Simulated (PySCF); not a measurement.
## Two-component Hartree-Fock for Te⁴²⁺ (tellurium, charge +42)

Start: [Ne]. Calculated with PySCF 2.14 in an uncontracted even-tempered set (17 s from 5 bohr⁻², ratio 2.6; 13 p from 6.5 bohr⁻², ratio 2.6; 6 d from 6.7 bohr⁻², ratio 2.8; 3 f from 150 bohr⁻², ratio 2.8): generalised Hartree-Fock with the X2C-1e Hamiltonian and a Gaussian nucleus; spin-orbit coupling (SO) screened by Boettger's factors.

```tsv
spinor shell	electrons	ε, screened SO (eV)	weight of nominal j (screened SO)	rms radius, screened SO (bohr)
1s1/2	2	-34772.1	1.000	0.0318
2s1/2	2	-7607.8	1.000	0.127
2p1/2	2	-7318.9	1.000	0.109
2p3/2	4	-7030.7	1.000	0.114
```

```tsv
quantity	screened SO
E (hartree)	-5129.84019
M_J	0
⟨J²⟩	0.000
⟨L²⟩	0.007
⟨S²⟩	0.007
```

Breit and QED terms are absent; they matter most for the inner s and p1/2 levels.

Densities and radii are taken from the X2C orbitals without a picture-change correction, which distorts them close to the nucleus.
